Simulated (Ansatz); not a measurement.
Two structures of Al$_{2}$H$_{5}$O$_{5}$, doublet, reached by relaxing down either side of one saddle point (PBE0-D4/def2-TZVP). Energies are electronic, without zero-point energy. Computed with Ansatz 0.2.0 (basis: def2-TZVPP and def2-QZVPP); correlated methods freeze the cores; orbitals are unrestricted. Extrapolation: Hartree–Fock as exp(−7.88 √X), correlation as X^−2.97. First:

Al1  (-0.267, -0.610, -0.069)
O2  (0.743, 0.131, -1.212)
Al3  (1.027, 1.637, -0.345)
O4  (-0.018, 0.728, 1.088)
O5  (0.004, 3.001, -0.627)
O6  (-1.674, -1.566, -0.084)
H7  (1.664, -2.045, -0.020)
O8  (0.854, -2.071, 0.509)
H9  (-0.631, 1.185, 1.663)
H10  (0.392, 3.846, -0.849)
H11  (-2.518, -1.311, -0.449)
H12  (0.423, -2.927, 0.394)
(Å)

Second:

```
12
angstrom
Al -0.1483 -1.0315 0.2353
O 0.8972 -0.1064 -0.9634
Al 1.0264 1.5098 -0.0540
O 0.0245 0.5430 1.1683
O -0.0621 2.7025 -0.6292
O -1.7565 -1.3523 -0.2141
H 1.6061 -0.5139 -1.4610
O 0.7677 -2.3209 0.8569
H -0.6663 0.9414 1.6985
H 0.2445 3.5369 -0.9794
H -2.3045 -0.7391 -0.6985
H 0.3710 -3.1696 1.0408
```

Question: Which bonds change from the first to the second?

Answer: Al₂H₅O₅ ([OH][Al]1[O][Al]([OH])([OH2])[OH]1) → Al₂H₅O₅ ([OH][Al]1[OH][Al]([OH])([OH])[OH]1); bonds formed: O2–H7; dative contacts that become bonds: Al1–O8; bonds broken: H7–O8; bonds weakened to dative contacts: Al1–O2.

Question: Give the saddle point's structure and its height above each. (Judge from chemistry; the value comes from the calculation.)

Answer: By the calculation: 27.1 kJ/mol above the first and 133.6 kJ/mol above the second (CCSD(T) at an estimated basis limit (MP2 extrapolated from triple and quadruple zeta, plus CCSD(T) − MP2 in triple zeta)).
```
12
angstrom
Al -0.3761 -0.7444 0.1234
O 0.9081 -0.1163 -0.9129
Al 1.0964 1.4697 -0.1090
O -0.1721 0.6888 1.1660
O 0.1292 2.7614 -0.7122
O -1.8654 -1.5078 -0.0788
H 1.3707 -1.2764 -0.3192
O 0.9619 -1.9953 0.4527
H -0.8020 1.1836 1.6904
H 0.5319 3.5534 -1.0636
H -2.6718 -1.1098 -0.3970
H 0.8891 -2.9071 0.1602
```

The T1 diagnostic stays at or below 0.015. ⟨S²⟩ of the unrestricted Hartree–Fock references: 0.75 (a pure state has 0.75).

Labels in which every atom is bracketed show which atoms are joined, not bond orders.

For scale, one of the runs: CCSD(T)/def2-TZVPP, 309 basis functions, launched by `ansatz run in.yaml --threads 4 --pin off --events-out ev --progress --plain --max-ram 46080MiB --backend cuda --devices 0, --max-vram 37GiB`. Time: 19 s of wall clock on 4 CPU threads of an AMD EPYC 7R13 and a share of one NVIDIA H100; the host was shared. Peak host memory: 1.4 GiB.
